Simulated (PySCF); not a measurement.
# Do core-level shifts follow atomic charges?

C4H8Si.
Bonds: Si1–C2, C2–C3, C3–C4 (double), C4–C5, C3–C5. Hydrogens: H6, H7, H8 on Si1; H9, H10 on C2; H11 on C4; H12, H13 on C5.

Binding energies: delta-SCF UKS SCAN, pcX-2 on the ionised atom, pcseg-1 elsewhere, spin-free X2C (PySCF). Charges: PBE0/pcSseg-1 ground-state density, for the ionised atom.

```csv
atom,environment,C 1s (eV),Mulliken (e),IAO (e),Hirshfeld (e),ESP (e)
C4,alkene CH carbon,289.98,-0.195,-0.196,-0.070,-0.291
C5,allylic carbon,290.46,-0.171,-0.286,-0.109,-0.180
C2,sp3 carbon bound to silicon,290.63,-0.453,-0.543,-0.144,-0.461
C3,fully substituted alkene carbon,290.65,-0.060,+0.023,+0.005,+0.149
```

How well does each charge scheme correlate with the binding energies over these sites?

ESP: r = 0.27, slope 0.3 eV per e; Hirshfeld: r = 0.00, slope 0.0 eV per e; IAO: r = -0.11, slope -0.2 eV per e; Mulliken: r = -0.14, slope -0.3 eV per e. On 4 points no scheme stands out.

The point-charge model writes a binding energy as kq + V + constant, with V the potential of the other atoms' charges at the site. What does it give with the IAO charges?

V = Σ 14.40 eV Å × q/r over all other atoms: +1.01 eV at C4, +2.19 eV at C5, +6.59 eV at C2, -3.73 eV at C3. Fitting binding energy − V to q gives k = 17.9 eV per e and leaves an rms residual of 0.58 eV, against 0.27 eV for the fit on q alone. The model has no term for differences in relaxation between sites.

Spin contamination (⟨S²⟩ against 0.75 for a pure doublet) is marked for C 1s of C3 (0.86), which makes this value less certain. The structure is a single GFN2-xTB conformer in the gas phase; no vibrational or solvent corrections.

The values belong to the conformer `[SiH3:1][CH2:2][C:3]1=[CH:4][CH2:5]1`: Si1–C2–C3–C4 -102°.
